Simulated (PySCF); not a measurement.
Ge(OH)3(OMe) (CH₆GeO₄), SMILES C[O][Ge]([OH])([OH])[OH].

Coordinates come from a B3LYP-D3(BJ)/def2-SVP optimisation. Other conformers were not sampled.

Vertical ionisation energy (IE) and electron affinity (EA) in eV. Rows of orbital energies are one-electron estimates. Where ΔSCF, EOM or ADC give a negative EA the extra electron is unbound and the value depends on the basis.

```
level                                         IE    EA
------------------------------------------  ----  ----
−ε(HOMO), −ε(LUMO), PBE0/def2-TZVP (PySCF)  8.28  0.24
−ε(HOMO), −ε(LUMO), PBE/def2-TZVP (PySCF)   6.63  1.25
```
